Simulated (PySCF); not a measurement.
A PySCF script (with the pyscf-properties extension) for the NMR shieldings of `P(B(C)C)(C)C1=COC=C1`, C₇H₁₂BOP, on a GFN2-xTB geometry:

```python
import basis_set_exchange as bse
import numpy as np
from pyscf import gto, dft
from pyscf.prop import nmr

atoms = """
C    -2.813526    0.648190   -0.283087
B    -1.478628   -0.185715   -0.199352
C    -1.464296   -1.565316    0.565043
P     0.029981    0.322489   -1.227611
C     0.103066    2.166541   -1.021776
C     1.411126   -0.180825   -0.171698
C     1.870358   -1.519917    0.000846
C     2.950649   -1.449138    0.818431
O     3.206052   -0.175289    1.160722
C     2.275305    0.587281    0.556519
H    -3.368741    0.632956    0.653455
H    -3.463848    0.182598   -1.026137
H    -2.688575    1.686450   -0.582423
H    -2.415678   -1.822048    1.026293
H    -0.705004   -1.576038    1.347985
H    -1.197052   -2.376953   -0.111909
H     1.062101    2.526057   -1.388158
H    -0.027443    2.465513    0.016442
H    -0.683512    2.611122   -1.627548
H     1.446111   -2.399951   -0.436648
H     3.603635   -2.203121    1.212346
H     2.337507    1.644500    0.717415
"""
names = dict.fromkeys(["C", "B", "P", "O", "H"], "pcSseg-1")
basis = {el: gto.basis.parse(bse.get_basis(n, elements=[el], fmt="nwchem")) for el, n in names.items()}
mol = gto.M(atom=atoms, basis=basis, charge=0, verbose=0)
mf = dft.RKS(mol, xc="PBE0")
mf.grids.level = 2
mf.grids.alignment = dft.numint.BLKSIZE   # the property module wants whole blocks of grid points
mf.conv_tol = 1e-9
mf.kernel()

calc = nmr.RKS(mf)   # GIAO
C = mf.mo_coeff
Co = C[:, mf.mo_occ > 0]
resp = mf.gen_response(singlet=True, hermi=2)
def vind(x):   # induced exchange potential for any number of trial vectors
    d = np.einsum("pi,xij,qj->xpq", C, 2 * x.reshape(-1, C.shape[1], Co.shape[1]), Co, optimize=True)
    return np.einsum("xpq,pi,qj->xij", resp(d - d.transpose(0, 2, 1)), C, Co, optimize=True).ravel()
mo1, _ = nmr.rhf.solve_mo1(calc, with_cphf=vind)
sigma = calc.kernel(mo1)
for i, s in enumerate(sigma):   # ppm
    print("%2d %-2s %9.2f" % (i, mol.atom_pure_symbol(i), np.trace(s) / 3))
```

Problem. What does it print?

Solution. 
```
 0 C     171.64
 1 B       5.98
 2 C     171.23
 3 P     405.76
 4 C     181.25
 5 C      60.04
 6 C      64.99
 7 C      38.25
 8 O      31.54
 9 C      43.35
10 H      30.50
11 H      30.76
12 H      30.16
13 H      30.65
14 H      30.63
15 H      30.50
16 H      30.35
17 H      29.83
18 H      30.05
19 H      24.96
20 H      24.10
21 H      24.63
```

These numbers come from an equivalent density-fitted implementation of the same equations, which agrees with the script to about 0.01 ppm for H and up to a few tenths of a ppm for heavy atoms, so last digits may differ.

Size and cost of the density-fitted run: 237 basis functions, about 2.5 core-minutes.
